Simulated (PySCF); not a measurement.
**C6H9OP: full NMR table**

```
Formula                               : C6H9OP
SMILES                                : C=C/C=P/CC(C)=O
Point group of the computed structure : C1
Carbon signals                        : 6
Proton signals                        : 6
```

Numbering as in the mapped SMILES `[CH2:1]=[CH:2]/[CH:3]=[P:4]/[CH2:5][C:6]([CH3:7])=[O:8]` (H(Xn): hydrogen on atom n). Ha(C1) is cis to C3; Hb(C1) is trans to C3.

All values are calculated (PySCF 2.14): structure optimised with GFN2-xTB, NMR shieldings at PBE0/pcSseg-1/GIAO. One conformer, relativity neglected, gas phase, equivalent nuclei averaged.

δ = σ(ref) − σ, references computed at the same level: ¹H (σref 31.72) and ¹³C (σref 186.93) against TMS; H3PO4 for ³¹P (σref 318.38); ¹⁷O (σref 336.08) vs H2O.

```tsv
carbon	δC, type	δH (multiplicity)	HMBC from (2–3 bonds)	span of the C tensor (ppm)
C1	130.4, CH2	Hb(C1) 5.74 (m); Ha(C1) 5.71 (m)	H(C3), H(C2)	201
C2	146.2, CH	7.19 (m)	H(C3), Hb(C1), Ha(C1)	236
C3	209.9, CH	9.85 (m)	H(C2), Hb(C1), Ha(C1), H(C5)	365
C5	48.1, CH2	3.15 (m)	H(C3), H(C7)	60
C6	205.5, C	–	H(C5), H(C7)	210
C7	35.0, CH3	2.18 (s)	H(C5)	60
```

Other nuclei:
| atoms | nucleus | environment | δ (ppm) | σ (ppm) |
| --- | --- | --- | --- | --- |
| P4 | ³¹P | phosphorus bonded to 2 C | 278.1 | 40.3 |
| O8 | ¹⁷O | ketone oxygen | 638.7 | -302.6 |

δC 209.9: carbon double-bonded to a heavier main-group atom. δC 205.5: ketone carbonyl carbon; low-lying n→π* states of the double bond to the heteroatom give a large paramagnetic term (-268 ppm). δC 146.2: alkene CH; the olefinic region. δC 130.4: terminal =CH2 carbon; as expected for a trigonal carbon in a double bond. δH 9.85: hydrogen on a carbon double-bonded to a heavier main-group atom.

Splittings by ³¹P in the carbon and heteronuclear signals aren't shown, as no couplings were computed. Shifts are as computed. Against solution values, carbons near 30 ppm lie about +3 ppm off and those near 130 ppm about +5 ppm. Of 1211 compounds with measured shifts, 218 miss one by over three times the rms of a fit or turn the order of signals round; such compounds aren't used in these exercises. Unscaled 17O shifts of doubly bonded oxygen tend to come out too high, by tens of ppm or more. Experimental scales use liquid or dissolved standards, which lie at an offset from isolated H2O (liquid H2O: subtract about 36 ppm) and H3PO4. Multiplicities follow the n + 1 count of equivalent neighbours, as no J values were calculated; m marks all less simple cases, F and P coupling included.
